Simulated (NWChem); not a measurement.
System: C$_{2}$H$_{9}$NSi; SMILES C[SiH](C)N

NWChem input:

```
start job
memory heap 200 mb stack 700 mb global 900 mb
geometry units angstroms noautosym nocenter noautoz
  Si    -0.065480    -0.012679     0.341782
  C      0.138419     1.768884    -0.243707
  C      1.446315    -1.005889    -0.160922
  N     -1.473359    -0.838817    -0.261755
  H     -0.212689     0.011975     1.833100
  H      0.254345     1.819817    -1.338816
  H     -0.735062     2.382088     0.029761
  H      1.028917     2.234315     0.210073
  H      1.379901    -2.038398     0.213981
  H      1.543309    -1.048638    -1.258307
  H      2.368677    -0.552138     0.234422
  H     -1.524092    -1.077838    -1.246485
  H     -2.389440    -0.564156     0.075876
end
basis spherical
  Si library 6-31g*
  C library 6-31g*
  N library 6-31g*
  H library 6-31g*
end
dft
  xc hfexch
  iterations 150
  mulliken
end
task dft energy
esp
  recalculate
  probe 0.07
  range 0.3
  factor 1.0
  spacing 0.02
end
task esp
```

NWChem printed, in part:

```
             Northwest Computational Chemistry Package (NWChem) 7.3.0
             --------------------------------------------------------

                             Geometry "geometry" -> ""
                             -------------------------

 Output coordinates in angstroms (scale by  1.889725989 to convert to a.u.)

  No.       Tag          Charge          X              Y              Z
 ---- ---------------- ---------- -------------- -------------- --------------
    1 Si                  14.0000    -0.06548000    -0.01267900     0.34178200
    2 C                    6.0000     0.13841900     1.76888400    -0.24370700
    3 C                    6.0000     1.44631500    -1.00588900    -0.16092200
    4 N                    7.0000    -1.47335900    -0.83881700    -0.26175500
    5 H                    1.0000    -0.21268900     0.01197500     1.83310000
    6 H                    1.0000     0.25434500     1.81981700    -1.33881600
    7 H                    1.0000    -0.73506200     2.38208800     0.02976100
    8 H                    1.0000     1.02891700     2.23431500     0.21007300
    9 H                    1.0000     1.37990100    -2.03839800     0.21398100
   10 H                    1.0000     1.54330900    -1.04863800    -1.25830700
   11 H                    1.0000     2.36867700    -0.55213800     0.23442200
   12 H                    1.0000    -1.52409200    -1.07783800    -1.24648500
   13 H                    1.0000    -2.38944000    -0.56415600     0.07587600

 Effective nuclear repulsion energy (a.u.)     177.1670000999

  xc_inp: hfexch multiplicative factor not found.

                                 NWChem DFT Module
                                 -----------------

 Summary of "ao basis" -> "ao basis" (spherical)
 ------------------------------------------------------------------------------
       Tag                 Description            Shells   Functions and Types
 ---------------- ------------------------------  ------  ---------------------
 Si                          6-31g*                  8       18   4s3p1d
 C                           6-31g*                  6       14   3s2p1d
 N                           6-31g*                  6       14   3s2p1d
 H                           6-31g*                  2        2   2s

            General Information
            -------------------
          SCF calculation type: DFT
          Wavefunction type:  closed shell.
          No. of atoms     :    13
          No. of electrons :    42
           Alpha electrons :    21
            Beta electrons :    21
          Charge           :     0
          Spin multiplicity:     1
          Use of symmetry is: off; symmetry adaption is: off
          Maximum number of iterations: 150
          AO basis - number of functions:    78
                     number of shells:    44
          Convergence on energy requested:  1.00D-06
          Convergence on density requested:  1.00D-05
          Convergence on gradient requested:  5.00D-04

              XC Information
              --------------
                     Hartree-Fock (Exact) Exchange  1.000

      Superposition of Atomic Density Guess
      -------------------------------------

 Sum of atomic energies:        -422.91564692

      Non-variational initial energy
      ------------------------------

 Total energy =    -425.170357
 1-e energy   =    -931.147660
 2-e energy   =     328.810303
 HOMO         =      -0.324442
 LUMO         =       0.080133

     ---------------------------------------------
      Total Density - Mulliken Population Analysis
     ---------------------------------------------

[...]

                     NWChem Electrostatic Potential Fit Module
                     -----------------------------------------

 Atom parameters

 Number of atoms is                                   13
 Number of basis functions is                         78

 Grid parameters

 Maximum number of grid points is                  49143
 Number of grid points is                          49142
 Grid range                                     0.300000 nm
 Grid spacing                                   0.020000 nm
 Probe radius                                   0.070000 nm
 Atom radius factor                             1.000000

 Atomic radii

    1    0.100000
    6    0.147000
    7    0.140000
   14    0.187000
 FASTESP  F
  using M.O. file = ./job.movecs

    Atom              Coordinates                           Charge

                                                  ESP

    1 Si   -0.006548   -0.001268    0.034178    1.079973
    2 C     0.013842    0.176888   -0.024371   -0.531393
    3 C     0.144632   -0.100589   -0.016092   -0.416812
    4 N    -0.147336   -0.083882   -0.026176   -1.129137
    5 H    -0.021269    0.001198    0.183310   -0.254128
    6 H     0.025435    0.181982   -0.133882    0.094380
    7 H    -0.073506    0.238209    0.002976    0.094780
    8 H     0.102892    0.223432    0.021007    0.088635
    9 H     0.137990   -0.203840    0.021398    0.073120
   10 H     0.154331   -0.104864   -0.125831    0.088865
   11 H     0.236868   -0.055214    0.023442    0.052424
   12 H    -0.152409   -0.107784   -0.124649    0.377249
   13 H    -0.238944   -0.056416    0.007588    0.382042
                                            ------------
                                                0.000000

 Dipole moment                                  0.533089

 Quadrupole moment Qxx                          4.865886
                   Qyy                         -5.675260
                   Qzz                          0.809374

 RMS deviation kJ/mol                           0.053034

 RRMS %                                        36.490300
```

Level: Hartree-Fock/6-31G* (spherical d). All runs use the structure optimised with PBE0/def2-SVP.
